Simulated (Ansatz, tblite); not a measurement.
Removing an electron: GeH2MeBr (CH5BrGe). Charge 0, multiplicity 1. Geometry: PBE0-D4/def2-SVP. Ansatz, gas phase; energy differences of separate SCF runs; the oxidised species was run as a doublet alone.

Cartesian coordinates in Å:
```
Ge 0.763 -0.437 0.070
H 1.742 0.093 1.130
H 1.496 -0.718 -1.252
C -0.777 0.720 -0.165
H -0.450 1.717 -0.498
H -1.319 0.820 0.786
H -1.456 0.295 -0.918
Br 0.002 -2.489 0.846
```

The xTB rows come from tblite. HOMO above LUMO, or a gap near zero within one spin, warns that the state may not be the lowest or that an electron is smeared out.

```tsv
level	−HOMO (eV)	vertical IE (eV)	−LUMO (eV)	HOMO–LUMO gap (eV)	remarks
GFN1-xTB	12.05	15.08	5.75	6.31	–
GFN2-xTB	11.35	14.53	4.97	6.38	–
PBE-D4/def2-TZVP	6.79	9.97	1.17	5.62	gap within one spin near zero (+1 doublet)
r2SCAN-D4/def2-TZVP	7.12	10.15	0.87	6.24	–
PBE0-D4/def2-TZVP	8.06	10.25	0.26	7.80	–
```

Relaxing the oxidised species (PBE0-D4/def2-SVP) changes its energy by -0.20 eV at PBE0-D4/def2-TZVP, so the adiabatic ionisation energy to this nearest minimum is 10.05 eV. At PBE-D4/def2-TZVP it is 9.78 eV.    Raw xTB energy differences between charge states are shifted by several eV; the methods need an empirical correction for them.
